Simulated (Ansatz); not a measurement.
`N[SiH](Cl)[InH2]` → `[InH3]` + `N[Si]Cl` at 700 K and 1 bar (silylene formation by 1,1-elimination).

Isolated molecules relaxed with PBE0-D4/def2-TZVP in Ansatz; ΔE leaves out vibrations. CCSD(T)/CBS adds triple-zeta CCSD(T) − MP2 to the extrapolated MP2 energy (def2 sets, frozen cores). This one scheme is used for every species. def2 core potentials past Kr. For In outer-core shells are correlated without core-valence functions, which leaves a few kJ/mol of doubt a bond. One conformer a species, not always the lowest.

```tsv
species	CCSD(T)/CBS energy (Eh)	H − E (kJ/mol)	S (J/(mol·K))
`N[SiH](Cl)[InH2]`	-996.44148	208.8	498.3
`[InH3]`	-191.56739	77.3	275.7
`N[Si]Cl`	-804.81589	116.1	343.7
```

H − E and S are ideal-gas, rigid-rotor, harmonic terms from PBE0-D4/def2-TZVP, for one conformer and one mirror image of each species. 1 Eh = 2625.50 kJ/mol, R = 8.31446 J/(mol·K).

Task: By hand: ΔE, ΔH, ΔS and ΔG.

Result: ΔE = (-191.56739) + (-804.81589) − (-996.44148) = 0.05820 Eh = 152.8 kJ/mol. Δ(H − E) = 77.3 + 116.1 − 208.8 = -15.4, so ΔH = 137.4 kJ/mol. ΔS = 275.7 + 343.7 − 498.3 = 121.1 J/(mol·K). ΔG = 137.4 − 700 × (121.1)/1000 = 52.6 kJ/mol.

Task: By hand: the equilibrium constant, and the temperature at which ΔG would vanish if ΔH and ΔS stayed fixed.

Result: log₁₀ K = −ΔG/(RT ln 10) = -3.9. ΔG = 0 at ΔH/ΔS = 1135 K.

The number of gas molecules changes by +1, which sets the sign of ΔS. A doubt of 5 kJ/mol in ΔE shifts log₁₀ K by 0.4 here. Other conformers and mirror images would add mixing entropy, several J/(mol·K) or more a flexible species. These are equilibria of isolated gas molecules and say nothing of rates. Largest T1 diagnostic: 0.014 (customary marks: 0.02 for closed shells, 0.045 for open ones).
